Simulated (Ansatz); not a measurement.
CH₆ClNOSi (`N[SiH2]C(O)Cl`). The species carries charge 0 and has multiplicity 1. The structure was optimised at the PBE0-D4/def2-TZVP level. It is one conformer, not always the lowest.

```xyz
11

N     0.550   -0.909   -1.102
Si   -0.666   -0.672    0.099
C    -0.155    0.997    0.841
O     0.160    1.902   -0.140
Cl    1.323    0.590    1.879
H     1.477   -1.186   -0.813
H     0.303   -1.345   -1.975
H    -1.955   -0.549   -0.631
H    -0.769   -1.701    1.165
H    -0.842    1.467    1.542
H     0.574    1.406   -0.864
```

(1) What is the dipole moment at r2SCAN/def2-TZVPP? (An estimate is asked.)

(2) And with PBE, B3LYP, ωB97M-V? (An estimate is asked.)

(3) Give the Mulliken charges with r2SCAN, PBE, B3LYP in def2-TZVPP. (Estimate.)

Answers

(1) Ansatz gave: 2.96 D, with components (-0.64, -1.97, -2.12) D in this frame, pointing from negative to positive charge.

(2) The calculation gave: PBE 2.86 D, B3LYP 2.96 D, ωB97M-V 2.98 D.

(3) Computed: 
```csv
atom,r2SCAN,PBE,B3LYP
N1,-0.50,-0.43,-0.44
Si2,0.40,0.30,0.39
C3,0.13,0.06,0.08
O4,-0.31,-0.25,-0.30
Cl5,-0.22,-0.20,-0.21
H6,0.18,0.17,0.16
H7,0.17,0.16,0.15
H8,-0.08,-0.07,-0.07
H9,-0.08,-0.06,-0.07
H10,0.09,0.12,0.13
H11,0.21,0.20,0.20
```

B3LYP here is the variant with VWN-RPA as its local correlation; programs differ in this.
